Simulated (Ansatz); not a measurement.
Reactions of Cl2GeH2O2 (`[OH][Ge]([OH])([Cl])[Cl]`).

Gas-phase electronic energies from Ansatz, PBE0-D4/def2-TZVP geometries. CCSD(T)/CBS is the MP2 limit (def2-TZVPP, def2-QZVPP) plus CCSD(T) − MP2 in def2-TZVPP, frozen cores. This one scheme is used for every species, atoms too. Functionals use def2-TZVPP. No spin–orbit coupling; open shells (•) take unrestricted orbitals. Spin–orbit coupling would lower the free atoms: a little for Cl, O; clearly for Ge. def2 core potentials past Kr. Bonds to Ge, Mg, Sn are less sure, by a few kJ/mol each and by 10 to 20 or more in all where they break to atoms, as the def2 sets lack core-valence functions. Scalar relativity is left out up to krypton. Each species was taken in one conformer, which may not be the lowest.

| reaction | PBE0-D4 (kJ/mol) | r2SCAN-D4 (kJ/mol) | PBE-D4 (kJ/mol) | MP2/CBS(def2) (kJ/mol) |
| --- | --- | --- | --- | --- |
| `[OH][Ge]([OH])([Cl])[Cl]` → 2 Cl• + Ge• + 2 H• + 2 O• | 2362 | 2402 | 2434 | 2507 |
| `[OH][Ge]([OH])([Cl])[Cl]` + H₂S → `[OH][Ge]([OH])([SH])[Cl]` + HCl | 20 | 22 | 17 | 20 |
| `[OH][Ge]([OH])([Cl])[Cl]` + SiH₄ → `[OH][Ge]([OH])([SiH3])[Cl]` + HCl | 44 | 50 | 38 | 52 |
| `[OH][Ge]([OH])([Cl])[Cl]` + H₂ → `[OH][GeH]([Cl])[Cl]` + H₂O | 11 | 21 | 13 | 19 |
| `[OH][Ge]([OH])([Cl])[Cl]` + `[CH3][SnH]([NH2])[F]` → `[OH][Ge]([F])([Cl])[Cl]` + `[CH3][SnH]([NH2])[OH]` | 21 | 21 | 20 | 20 |
| `[OH][Ge]([OH])([Cl])[Cl]` → `[Cl][Ge][Cl]` + `OO` | 450 | 462 | 413 | 497 |
| `[OH][Ge]([OH])([Cl])[Cl]` + `[NH2][MgH]` → `[OH][GeH]([Cl])[Cl]` + `[NH2][Mg][OH]` | -76 | -80 | -76 | -93 |
| `[OH][Ge]([OH])([Cl])[Cl]` + CH₃OH → `C[O][Ge]([OH])([Cl])[Cl]` + H₂O | -3 | -3 | -3 | -9 |
| `[OH][Ge]([OH])([Cl])[Cl]` + H–F → `[OH][Ge]([F])([Cl])[Cl]` + H₂O | -20 | -24 | -22 | -16 |

Question: Give the CCSD(T)/CBS values in the same order. (Best estimate.)

Answer: Ansatz gave: 2404, 21, 47, 14, 20, 464, -86, -8, -19 kJ/mol.

Largest T1 diagnostic: 0.013, for `[CH3][SnH]([NH2])[F]`.
